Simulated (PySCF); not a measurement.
# H$_{2}$BOS, SMILES `O[B]S` (H–O–B–S torsion 0°, O–B–S–H torsion 180°) (charge 0, multiplicity 2)

Level of theory: PBE-D3(BJ)/def2-TZVP // CAM-B3LYP-D3(BJ)/def2-TZVP (PySCF 2.14.0).

```yaml
highest_occupied_spin_orbital: -4.56 eV
dipole_moment: 1.25 D
total_energy: -499.2380 Ha
cost: roughly 2.1 core-minutes
```

```xyz
5

O     -1.4018    -0.2460     0.5697
B     -0.0738    -0.3378     0.6122
S      1.0900     0.3872    -0.5555
H     -1.8071     0.2551    -0.1501
H      2.1997    -0.0628     0.0399
```
Charge 0, spin multiplicity 2.
